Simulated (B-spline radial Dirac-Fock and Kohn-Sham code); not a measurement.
Relativistic shifts of the levels of Lu¹²⁺

System: lutetium as Lu¹²⁺ in the configuration 1s2 2s2 2p6 3s2 3p6 3d10 4s2 4p6 4d10 4f11 5s2.

Both columns are ΔSCF binding energies of the configuration average from an atomic code on a B-spline grid: non-relativistic Hartree-Fock with a point nucleus, and Dirac-Fock with a finite nucleus and the Coulomb interaction alone, averaged over the two j levels with weights 2j+1.

```
shell  Hartree-Fock (eV)  Dirac-Fock (eV)  shift (eV)  shift (%)
   1s            59159.4          63874.3    +4714.92      +7.97
   2s             9931.4          11172.9    +1241.48     +12.50
   2p             9490.2           9899.6     +409.42      +4.31
   3s             2460.1           2763.9     +303.80     +12.35
   3p             2257.4           2370.6     +113.11      +5.01
   3d             1884.6           1870.0      -14.56      -0.77
   4s              689.6            765.2      +75.59     +10.96
   4p              604.4            631.7      +27.35      +4.53
   4d              451.5            449.0       -2.46      -0.54
   4f              256.0            249.2       -6.74      -2.63
   5s              249.4            266.6      +17.16      +6.88
```

Relativity binds 1s, 2s, 2p, 3s, 3p, 4s, 4p, 5s more strongly, among those listed most of all 2s in relative terms, and 3d, 4d, 4f more weakly, because the contracted s and p shells screen the nucleus better.

Values without a named source are computed, but for edge energies of neutral atoms, which are taken from tables.
